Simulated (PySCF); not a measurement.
TDDFT excited states: C3H12GeSi

Species: C3H12GeSi.
Atom-mapped SMILES: `[CH3:1][CH2:2][GeH2:3][CH2:4][SiH3:5]` (hydrogens: H6, H7, H8 on C1; H9, H10 on C2; H11, H12 on Ge3; H13, H14 on C4; H15, H16, H17 on Si5)

Cartesian coordinates in Å at the PBE0-D3(BJ)/def2-SVP level; atoms count from 1:
```
atom  x, y, z in Å
C1    -1.919    0.574    0.803
C2    -1.336    0.641   -0.602
Ge3   -0.226   -0.907   -1.066
C4     1.212   -1.133    0.254
Si5    2.342    0.351    0.452
H6    -2.526   -0.334    0.951
H7    -1.129    0.568    1.571
H8    -2.569    1.438    1.016
H9    -0.719    1.547   -0.726
H10   -2.137    0.713   -1.357
H11   -1.095   -2.186   -1.076
H12    0.395   -0.720   -2.466
H13    1.814   -2.011   -0.034
H14    0.751   -1.371    1.228
H15    3.431    0.085    1.443
H16    2.976    0.706   -0.856
H17    1.568    1.542    0.927
```

Level of theory: TDDFT CAM-B3LYP/def2-SVPD, vertical, gas phase, core orbitals frozen in the response (PySCF). Relativistic effects, spin–orbit coupling among them, are left out although an element past zinc is present.

| state | E (eV) | λ (nm) | f | main configurations (H = HOMO, L = LUMO) |
| --- | --- | --- | --- | --- |
| S1 | 7.62 | 162.7 | 0.012 | H→L (79%) |
| S2 | 7.82 | 158.5 | 0.0045 | H-1→L (48%), H→L+1 (39%) |
| S3 | 7.98 | 155.5 | 0.017 | H→L+1 (45%), H-1→L (24%), H-1→L+1 (12%) |
| S4 | 8.20 | 151.1 | 0.207 | H-1→L+1 (59%), H-1→L (11%) |
| S5 | 8.31 | 149.2 | 0.021 | H→L+2 (44%), H→L+4 (17%), H→L+3 (15%) |
| S6 | 8.42 | 147.3 | 0.029 | H-2→L (62%) |
| S7 | 8.52 | 145.6 | 0.054 | H→L+4 (40%), H-2→L+1 (24%) |
| S8 | 8.55 | 145.0 | 0.051 | H-1→L+2 (48%), H-1→L+3 (17%) |
| S9 | 8.57 | 144.7 | 0.089 | H-2→L+1 (48%), H→L+4 (14%) |
| S10 | 8.63 | 143.6 | 0.096 | H-1→L+3 (30%), H-1→L+4 (19%), H→L+3 (16%) |

Triplets (Tamm–Dancoff): T1 7.38 eV, H→L (50%), H-1→L+1 (17%), H-1→L (16%); T2 7.44 eV, H→L+1 (42%), H-1→L (24%), H→L (9%); T3 7.64 eV, H-1→L (28%), H→L+1 (11%), H-1→L+1 (10%); T4 7.71 eV, H-1→L+1 (39%), H→L (19%), H→L+1 (13%).

The lowest singlet lies at 7.62 eV (163 nm, vacuum ultraviolet) and is weak; its leading configuration is HOMO→LUMO (79%). The strongest level in the table is S4 at 8.20 eV (151 nm, f = 0.207). Löwdin shares by element: HOMO carbon 53%, germanium 20% (atoms not listed hold the other 27%); LUMO silicon 21%, germanium 19%, carbon 16% or more (atoms not listed hold the other 44%). The oscillator strengths of these states sum to 0.582; summed over the whole spectrum of an exact calculation they would give the number of electrons, 76 (Thomas–Reiche–Kuhn). Weighted by f, the mean energy of these states is 8.38 eV. The listed states span 1.01 eV, and the widest gap between neighbours is 0.23 eV (S3 to S4). All these states lie below the vertical ionisation energy of 10.15 eV (ΔSCF). Singlets were solved by full linear response, triplets in the Tamm–Dancoff approximation.

One conformer stands for the species.
